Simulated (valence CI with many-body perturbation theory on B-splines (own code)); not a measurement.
Hyperfine factors and g values of Pb61+

Level of theory: valence CI with perturbative core correlation (CI+MBPT): three valence electrons over a frozen Dirac-Fock core [Ar], radial functions for each j: 7 s, 7 p, 8 d, 6 f, 4 g, 1 h, with the one-electron correlation potential Σ1 (screened to all orders), the two-electron term Σ2, the three-electron term Σ3, Breit, model QED; selected single and double excitations, second order for the rest, scaled by the run's own slope (own B-spline code, finite nucleus).

No measured spectrum was set against this ion. As an estimate, large intervals hold to a few tenths of a per cent, small ones and those within an open d or f shell to about a per cent. Excitations out of the core, of the other parity, are not computed and may begin above about 266 eV (a cautious bound); beyond it only levels of the ground parity were kept, without lifetimes. Only levels of the ground parity were solved; by the run's estimate the other parity begins above the list, which can be wrong where configurations are misplaced.

A/g_I is the dipole constant over the nuclear g factor μ/I (μ in nuclear magnetons, uniformly magnetised nucleus), B/Q the quadrupole constant per barn. Both hold the static response of the core; the bare values leave it out. Large factors of s and p1/2 electrons are usually good to 5 to 10 %; those of open d and f shells near neutrality can be off by tens of per cent, and small factors of p3/2, d and f electrons come from cancelling terms and can be off by a factor of two or in sign, in half-filled shells by more. B is blank for J = 1/2, where it vanishes, and for nearly pure S terms. Energies count from the lowest level.

Levels are named by their leading jj configuration (3d3/2^4 stands for four electrons in 3d with j = 3/2), which in mixed levels can hold well under half, so a name can repeat and another be missing. Letters in brackets count levels of one name in rising energy.

| Level | E (eV) | g | A/g_I (MHz) | A/g_I bare | B/Q (MHz/b) | B/Q bare |
| --- | --- | --- | --- | --- | --- | --- |
| (3d3/2^3) J=3/2 | 0.00 | 0.738 | 156000 | 155000 | -101000 | -102000 |
| (3d3/2^2 3d5/2) J=5/2 [a] | 110.58 | 1.052 | 88400 | 88800 | -53600 | -54200 |
| (3d3/2^2 3d5/2) J=3/2 | 117.52 | 1.151 | 71000 | 71800 | -15600 | -15700 |
| (3d3/2^2 3d5/2) J=9/2 | 121.31 | 1.021 | 101000 | 101000 | 116000 | 116000 |
| (3d3/2^2 3d5/2) J=7/2 | 122.10 | 1.026 | 97600 | 97900 | 46300 | 46600 |
| (3d3/2^2 3d5/2) J=1/2 | 123.71 | 1.777 | -71200 | -67900 |  |  |
| (3d3/2^2 3d5/2) J=5/2 [b] | 151.54 | 1.207 | 60100 | 61200 | 177000 | 178000 |
| (3d3/2 3d5/2^2) J=7/2 [a] | 230.70 | 1.124 | 70100 | 70800 | -17000 | -17200 |
| (3d3/2 3d5/2^2) J=9/2 | 236.06 | 1.123 | 75000 | 75700 | 29900 | 29900 |
| (3d3/2 3d5/2^2) J=3/2 [a] | 242.36 | 1.091 | 86100 | 86700 | -97200 | -98000 |
| (3d3/2 3d5/2^2) J=1/2 | 245.73 | 1.532 | -34000 | -31700 |  |  |
| (3d3/2 3d5/2^2) J=11/2 | 246.48 | 1.076 | 85000 | 85500 | 206000 | 207000 |
| (3d3/2 3d5/2^2) J=5/2 [a] | 246.81 | 1.310 | 22900 | 24300 | 106000 | 107000 |
| (3d3/2 3d5/2^2) J=7/2 [b] | 257.46 | 1.075 | 87800 | 88300 | 39600 | 40000 |
| (3d3/2 3d5/2^2) J=5/2 [b] | 257.96 | 1.078 | 90100 | 90600 | -34200 | -34500 |
| (3d3/2 3d5/2^2) J=3/2 [b] | 281.85 | 0.857 | 143000 | 142000 | 136000 | 137000 |
| (3d5/2^3) J=9/2 | 356.53 | 1.164 | 60100 | 60900 | 10200 | 10200 |
| (3d5/2^3) J=3/2 | 372.55 | 1.153 | 61400 | 62200 | 4530 | 4540 |
| (3d5/2^3) J=5/2 | 384.02 | 1.165 | 60200 | 61100 | 9720 | 9800 |

Take the isotope of mass number 207, with I = 1/2, μ = 0.5906 μN. What is the hyperfine structure of (3d3/2^2 3d5/2) J=5/2 [b]?

From the table A = 71000 MHz. Shifts from the centre of gravity in MHz: F = 2: -124000, F = 3: 88800.
